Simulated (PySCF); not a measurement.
An unknown gives this computed stick spectrum. Method used: PySCF 2.14.0, density-fitted response routines, TDDFT CAM-B3LYP/def2-SVPD, vertical, gas phase, core orbitals frozen in the response. Geometries: PBE0-D3(BJ)/def2-SVP, one conformer each.

| state | E (eV) | f |
| --- | --- | --- |
| S1 | 5.35 | 0.0042 |
| S2 | 6.75 | 0.089 |
| S3 | 6.92 | 0.153 |
| S4 | 7.12 | 0.148 |
| S5 | 7.21 | 0.0099 |
| S6 | 7.37 | 0.018 |

Question: Which candidate is it? All have the formula C7H13N.
A. `C1CCN(C2CC2)C1`
B. `CC(C)C(C)(C)C#N`
C. `C[C@H](C#N)C(C)(C)C`
D. `C/C=C/C[C@H](/C=N/[H])C`

Answer: D. Its S1, at 5.35 eV, is the lowest among the candidates; the nearest of the others has S1 at 6.25 eV. S1 is HOMO-1→LUMO (52%), HOMO→LUMO (28%). Löwdin shares by element: HOMO carbon 60% or more, nitrogen 10% (atoms not listed hold the other 30%); LUMO carbon 40% or more, nitrogen 28% (atoms not listed hold the other 32%). At the same level the other candidates give, for their lowest levels:
- `C[C@H](C#N)C(C)(C)C`: 7.66 eV (f 0.000); 7.97 eV (f 0.006); 7.99 eV (f 0.002); 8.74 eV (f 0.010); 8.86 eV (f 0.006); T1 6.32 eV; HOMO -10.38, LUMO 0.97 eV
- `C1CCN(C2CC2)C1`: 6.25 eV (f 0.028); 6.60 eV (f 0.004); 6.88 eV (f 0.001); 7.23 eV (f 0.006); 7.61 eV (f 0.002); T1 6.16 eV; HOMO -7.60, LUMO 1.40 eV
- `CC(C)C(C)(C)C#N`: 7.70 eV (f 0.000); 8.04 eV (f 0.003); 8.05 eV (f 0.004); 8.89 eV (f 0.009); 8.96 eV (f 0.013); HOMO -10.43, LUMO 1.11 eV

Conformer computed: `[H]/[N:8]=[CH:7]/[C@@H:5]([CH2:4]/[CH:3]=[CH:2]/[CH3:1])[CH3:6]`: C2–C3–C4–C5 -114°, C3–C4–C5–C6 -61°, C4–C5–C7–N8 114°.
Triplets come from the Tamm–Dancoff approximation.
